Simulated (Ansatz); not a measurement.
Born–Oppenheimer molecular dynamics of CH$_{2}$BFO (6 atoms, charge 0, multiplicity 1). It starts from a relaxed structure.

Theory: RKS r2SCAN-D4/def2-SVP in Ansatz.

| Quantity | Value |
| --- | --- |
| ensemble | NVT, Nosé–Hoover chain |
| time step | 0.25 fs |
| steps asked | 300 |
| set temperature | 1000 K |
| thermostat | time constant 300 fs, chain length 3 |
| seed | 448777 |

First frame:

```xyz
6
Properties=species:S:1:pos:R:3
O 1.108 -0.598 -1.249
C 0.475 0.240 -0.639
B -0.460 -0.178 0.608
F -0.608 -1.464 0.835
H 0.547 1.327 -0.937
H -1.019 0.610 1.335
```

Question: How far do the bonds stretch over the last three quarters of this one trajectory? (Pairs bonded in most of those frames.)

Answer: 
| bond | mean (Å) | spread (Å) | shortest | longest |
| --- | --- | --- | --- | --- |
| O1–C2 | 1.223 | 0.020 | 1.19 | 1.26 |
| C2–B3 | 1.605 | 0.037 | 1.53 | 1.65 |
| C2–H5 | 1.130 | 0.026 | 1.09 | 1.17 |
| B3–F4 | 1.326 | 0.033 | 1.28 | 1.38 |
| B3–H6 | 1.216 | 0.009 | 1.20 | 1.24 |

Mean temperature of the second half: 699 K. The conserved energy stayed within 0.044 meV per atom of its start (net change 0.025 meV per atom), so the integration is sound. The mean temperature of the second half is 30 % below the set value. A run of 0.075 ps of so small a system gives no equilibrium averages.

Run time: 12 min on 1 thread of Arm Neoverse V1, on a shared host, peak memory 0.11 GiB.
